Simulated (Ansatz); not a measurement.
A run for Ansatz (a first-principles code): R-wB97M-V/def2-TZVPP on ClH3Si (SMILES [SiH3]Cl), atoms moved off the minimum.

Ansatz 0.2 input:
```yaml
crystal:
  periodic: [false, false, false]
  atoms:
    - {symbol: Si, position_ang: [-1.04527507, 0.13603490, -0.07058874]}
    - {symbol: Cl, position_ang: [0.95845110, -0.02940419, 0.01127607]}
    - {symbol: H, position_ang: [-1.35325693, -0.96110848, -1.16378621]}
    - {symbol: H, position_ang: [-1.55826012, 1.33050566, -0.46294569]}
    - {symbol: H, position_ang: [-1.53806853, -0.39734999, 1.38413913]}
basis:
  gaussian:
    orbitals: def2-TZVPP
hamiltonian:
  xc: {name: wB97M-V}
scf: {lower_state_search: off}
output: {forces: true}
```

Task: Give the final energy of this run.

Result: -751.4824 hartree.

Task: How many basis functions does it have, and what does it roughly cost on one machine?

Result: 126 functions; roughly 8 core-seconds.
